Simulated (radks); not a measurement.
Q: All-electron atom: Eu LVIII in [He] 2s2 2p2. Calculated with a radial shooting solver on a logarithmic mesh with Libxc functionals: Dirac Kohn-Sham, exchange-only PBE, spin-unpolarised, spherical densities, finite nucleus; open shells fill j = l - 1/2 first; Fermi nuclear charge, rms radius 5.1115 fm. Some entries of the table are withheld. Estimate them.

orbital  occ.  eigenvalue (Ry)  <r> (bohr)
1s1/2       2        -3966.994     0.02226
2s1/2       2        -943.2173     0.09093
2p1/2       2              (1)         (2)
2p3/2       0              (3)         (4)

A: 
(1) 2p1/2 eigenvalue (Ry): -926.1941
(2) 2p1/2 <r> (bohr): 0.07543
(3) 2p3/2 eigenvalue (Ry): -873.4253
(4) 2p3/2 <r> (bohr): 0.08158
